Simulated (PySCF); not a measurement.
A run for PySCF: R-B3LYP/6-31G* on C2H7N (SMILES CCN), a point of a torsion scan.

```python
from pyscf import gto, scf, dft, mp
from pyscf.data.elements import chemcore

mol = gto.M(
    atom='''
    C     1.04971672    0.44805226   -0.00847972
    C    -0.09080017   -0.53830255   -0.21945675
    N    -1.39245269    0.11705527   -0.11016796
    H     2.00528417   -0.06998921   -0.02643878
    H     1.05136296    1.20358493   -0.79278461
    H     0.94051343    0.94420636    0.95312941
    H    -0.04883053   -1.32172156    0.54629610
    H     0.04151602   -1.02521103   -1.19725608
    H    -1.30168056    1.11662266   -0.24638802
    H    -2.04909413   -0.24347908   -0.79014341
    ''',
    basis='6-31g*',
    cart=True,
    charge=0, spin=0, verbose=3, max_memory=1800)
mf = dft.RKS(mol, xc='b3lyp')
mf.conv_tol = 1e-8
mf.max_cycle = 100
mf.kernel()
if not mf.converged:
    mf = mf.newton().run(mf.mo_coeff, mf.mo_occ)
```

Output:

```
converged SCF energy = -135.166256127568
```

The calculation finished and met its thresholds.

Cost: very roughly 2.6 core-seconds.
